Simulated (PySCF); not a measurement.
Computed IR spectrum (relative IR intensity) of a molecule C₅H₁₂Si. The structure is a stationary point at PBE-D3(BJ)/def2-SVP. Other conformers were not sampled. Level of theory: PBE-D3(BJ)/def2-SVP run with PySCF 2.14.0. Frequencies are harmonic and unscaled.

Lines under 2 % of the strongest are left out, and lines within 2 cm⁻¹ are merged.

ν (cm⁻¹): 609 (w), 621 (w), 640 (w), 773 (vw), 864 (w), 883 (vs), 910 (m), 913 (w), 1401 (vw), 1413 (w), 2147 (m), 2157 (vs), 2944 (w), 2967 (m), 2971 (w), 3001 (w), 3023 (w), 3025 (m), 3044 (w), 3062 (w) (against the strongest line: vs over 80 %, s over 45 %, m over 15 %, w over 4 %, vw less)

Identify the compound among the candidates.
(A) CC1([SiH3])CCC1
(B) C=C(CC)[SiH2]C
(C) C[Si]1(C)CCC1
(D) [SiH3]C1CCCC1

A, CC1([SiH3])CCC1
